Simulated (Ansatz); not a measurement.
Mulliken charges of CH₃NSSi, SMILES `SC1=N[SiH2]1` from r2SCAN/def2-TZVPP in Ansatz (PBE0-D4/def2-TZVP geometry).

```json
{"atom": "S1", "x (Å)": "-0.878", "y (Å)": "1.110", "z (Å)": "-1.706", "charge (e)": "-0.063"}
{"atom": "C2", "x (Å)": "-0.265", "y (Å)": "0.216", "z (Å)": "-0.374", "charge (e)": "0.020"}
{"atom": "N3", "x (Å)": "-0.811", "y (Å)": "-0.559", "z (Å)": "0.490", "charge (e)": "-0.333"}
{"atom": "Si4", "x (Å)": "0.943", "y (Å)": "-0.413", "z (Å)": "0.771", "charge (e)": "0.404"}
{"atom": "H5", "x (Å)": "-2.164", "y (Å)": "0.728", "z (Å)": "-1.556", "charge (e)": "0.099"}
{"atom": "H6", "x (Å)": "1.417", "y (Å)": "0.398", "z (Å)": "1.910", "charge (e)": "-0.063"}
{"atom": "H7", "x (Å)": "1.819", "y (Å)": "-1.547", "z (Å)": "0.420", "charge (e)": "-0.063"}
```

Question: By hand: the dipole of these point charges (1 e Å = 4.8032 D).

Answer: Σ q r = (0.283, 0.098, -0.053) e Å, of length 0.304 e Å = 1.46 D.

Question: How does the dipole of the full density compare? (Estimate.)

Answer: Computed: (0.193, 0.083, -0.056) e Å, 1.04 D; the point charges give 1.40 times that, at 6° from its direction.

Point charges leave out the atoms' own dipoles, such as those of lone pairs, and Mulliken's split depends on the basis, so the two needn't agree.
